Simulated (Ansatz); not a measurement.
Basis-set extrapolation for C$_{2}$H$_{8}$N$_{2}$Si, SMILES `NC1NC[SiH2]1` (PBE0-D4/def2-TZVP geometry, frozen core, Ansatz 0.2.0). Multiplicity 1, RHF reference.

```json
{"": "HF", "def2-TZVPP": "-478.254347", "def2-QZVPP": "-478.272463"}
{"": "MP2 correlation", "def2-TZVPP": "-0.888649", "def2-QZVPP": "-0.949394"}
{"": "CCSD(T) correlation", "def2-TZVPP": "-0.971935", "def2-QZVPP": "not run"}
```

Energies in hartree. Use E(X) = E(∞) + A·exp(−7.88·√X) for Hartree–Fock and E(X) = E(∞) + B·X^(−2.97) for correlation, with X = 3 and 4, and add CCSD(T) minus MP2 of the smaller set to the MP2 limit.

Q: What is the CCSD(T) energy at the basis-set limit?

A: HF limit: -478.272463 + (-0.018116) × 0.13774 = -478.27496. MP2 limit: -0.949394 + (-0.060745) × 0.74074 = -0.99439. Higher-order term: -0.971935 − (-0.888649) = -0.08329. Total: -479.35264 hartree, 331.8 kJ/mol below CCSD(T)/def2-TZVPP.
